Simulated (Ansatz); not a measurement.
C$_{2}$H$_{6}$InN, SMILES `C/C=[N]\[InH2]`, relaxed with RKS PBE0-D4/def2-TZVP in Ansatz from a GFN2-xTB geometry. The force threshold is 0.005 eV/Å; the program also tests the step.

Total charge 0; spin multiplicity 1. In: def2 effective core potential.

Start:

```xyz
10

C     0.114    1.433   -0.016
C    -0.071    0.439   -1.125
N    -0.161   -0.804   -1.039
In   -0.084   -1.935    0.732
H    -0.719    2.137   -0.011
H     0.170    0.918    0.947
H     1.030    2.002   -0.184
H    -0.132    0.891   -2.125
H    -0.205   -3.620    0.400
H     0.059   -1.461    2.420
```

```json
{"step": "1", "energy (eV)": "-8831.3546", "largest force (eV/Å)": "0.726", "largest move (Å)": "0.000"}
{"step": "2", "energy (eV)": "-8831.4044", "largest force (eV/Å)": "0.174", "largest move (Å)": "0.193"}
{"step": "3", "energy (eV)": "-8831.4090", "largest force (eV/Å)": "0.065", "largest move (Å)": "0.029"}
{"step": "4", "energy (eV)": "-8831.4097", "largest force (eV/Å)": "0.086", "largest move (Å)": "0.017"}
{"step": "5", "energy (eV)": "-8831.4104", "largest force (eV/Å)": "0.032", "largest move (Å)": "0.015"}
{"step": "6", "energy (eV)": "-8831.4176", "largest force (eV/Å)": "0.073", "largest move (Å)": "0.200"}
{"step": "7", "energy (eV)": "-8831.4208", "largest force (eV/Å)": "0.078", "largest move (Å)": "0.039"}
{"step": "8", "energy (eV)": "-8831.4368", "largest force (eV/Å)": "0.105", "largest move (Å)": "0.200"}
{"step": "9", "energy (eV)": "-8831.4544", "largest force (eV/Å)": "0.206", "largest move (Å)": "0.195"}
{"step": "10", "energy (eV)": "-8831.4756", "largest force (eV/Å)": "0.261", "largest move (Å)": "0.198"}
{"step": "11", "energy (eV)": "-8831.4987", "largest force (eV/Å)": "0.276", "largest move (Å)": "0.196"}
{"step": "12", "energy (eV)": "-8831.5079", "largest force (eV/Å)": "0.270", "largest move (Å)": "0.198"}
{"step": "13", "energy (eV)": "-8831.5409", "largest force (eV/Å)": "0.361", "largest move (Å)": "0.199"}
{"step": "14", "energy (eV)": "-8831.5615", "largest force (eV/Å)": "0.143", "largest move (Å)": "0.200"}
{"step": "15", "energy (eV)": "-8831.5712", "largest force (eV/Å)": "0.143", "largest move (Å)": "0.191"}
{"step": "16", "energy (eV)": "-8831.5763", "largest force (eV/Å)": "0.103", "largest move (Å)": "0.135"}
{"step": "17", "energy (eV)": "-8831.5771", "largest force (eV/Å)": "0.188", "largest move (Å)": "0.055"}
{"step": "18", "energy (eV)": "-8831.5793", "largest force (eV/Å)": "0.043", "largest move (Å)": "0.022"}
{"step": "19", "energy (eV)": "-8831.5793", "largest force (eV/Å)": "0.042", "largest move (Å)": "0.011"}
{"step": "20 (rejected)", "energy (eV)": "-8831.5793", "largest force (eV/Å)": "0.055", "largest move (Å)": "0.011"}
{"step": "21", "energy (eV)": "-8831.5795", "largest force (eV/Å)": "0.013", "largest move (Å)": "0.005"}
{"step": "22", "energy (eV)": "-8831.5795", "largest force (eV/Å)": "0.051", "largest move (Å)": "0.019"}
{"step": "23", "energy (eV)": "-8831.5796", "largest force (eV/Å)": "0.005", "largest move (Å)": "0.008"}
{"step": "24", "energy (eV)": "-8831.5796", "largest force (eV/Å)": "0.002", "largest move (Å)": "0.006"}
{"step": "25", "energy (eV)": "-8831.5796", "largest force (eV/Å)": "0.006", "largest move (Å)": "0.007"}
{"step": "26", "energy (eV)": "-8831.5796", "largest force (eV/Å)": "0.001", "largest move (Å)": "0.001"}
```

End:

```xyz
10

C     0.463    1.479   -0.138
C    -0.334    0.481   -0.925
N    -0.601   -0.702   -0.628
In   -0.291   -2.067    0.840
H    -0.146    2.362    0.080
H     0.819    1.046    0.799
H     1.320    1.825   -0.724
H    -0.714    0.886   -1.883
H     1.030   -3.127    0.579
H    -1.547   -2.184    2.000
```

Run time 36 s (4 threads of an Intel Xeon 6975P-C on a shared host); peak host memory 0.49 GiB.
